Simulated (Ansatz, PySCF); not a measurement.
B(H)(Me)(OSiH3) (CH7BOSi), SMILES CBO[SiH3]. Atoms are numbered in the order given.

```xyz
11

B     -0.2509     0.7748     0.8227
H     -1.1663     0.2278     1.4130
C      0.2700     2.1824     1.2731
H      0.5959     2.1422     2.3285
H     -0.5587     2.9136     1.2527
H      1.0986     2.5644     0.6576
O      0.3069     0.1335    -0.2362
Si     0.0164    -1.3439    -0.9835
H     -1.1002    -2.0597    -0.3034
H      1.2631    -2.1510    -0.9115
H     -0.3321    -1.0815    -2.4050
```
Charge 0, spin multiplicity 1.

Geometry optimised at B3LYP-D3(BJ)/def2-SVP. This is a generated structure with no PubChem entry under its InChIKey; it may be hypothetical. Other conformers were not sampled.

Two levels are set side by side: PBE-D3(BJ)/def2-SVP (Ansatz, a quantum-chemistry and plane-wave program) and B3LYP-D3(BJ)/def2-SVP (Ansatz). Each level has its own optimised geometry; the coordinates shown are those of the second. Frequencies come from the Hessian of PySCF at each geometry. Differences are taken from unrounded values.

| quantity | B3LYP-D3(BJ) |
|---|---|
| mean bond length (Å) | 1.360 |
| bond B1–C3 (Å) | 1.567 |
| bond B1–O7 (Å) | 1.358 |
| bond O7–Si8 (Å) | 1.681 |
| bond B1–H2 (Å) | 1.219 |
| bond C3–H4 (Å) | 1.105 |
| bond C3–H5 (Å) | 1.105 |
| bond C3–H6 (Å) | 1.101 |
| bond Si8–H9 (Å) | 1.491 |
| bond Si8–H10 (Å) | 1.487 |
| bond Si8–H11 (Å) | 1.487 |
| highest harmonic wavenumber (cm⁻¹) | 3125 |
| mean harmonic wavenumber (cm⁻¹) | 1281 |
| zero-point energy (kcal/mol) | 49.45 |

Problem. What does PBE-D3(BJ) give, and how far is it from B3LYP-D3(BJ)? (The exact figures need the calculation; the answer reports its results.)

Solution. 
```csv
quantity,PBE-D3(BJ),PBE-D3(BJ) minus B3LYP-D3(BJ)
mean bond length (Å),1.370,0.010
bond B1–C3 (Å),1.569,0.002
bond B1–O7 (Å),1.367,0.009
bond O7–Si8 (Å),1.697,0.016
bond B1–H2 (Å),1.230,0.011
bond C3–H4 (Å),1.112,0.007
bond C3–H5 (Å),1.112,0.007
bond C3–H6 (Å),1.107,0.007
bond Si8–H9 (Å),1.504,0.013
bond Si8–H10 (Å),1.500,0.013
bond Si8–H11 (Å),1.500,0.013
highest harmonic wavenumber (cm⁻¹),3080,-44
mean harmonic wavenumber (cm⁻¹),1246,-35
zero-point energy (kcal/mol),48.08,-1.37
```

Exact exchange shortens and stiffens bonds; PBE has none. Differences between two approximate levels are no errors against the true value.
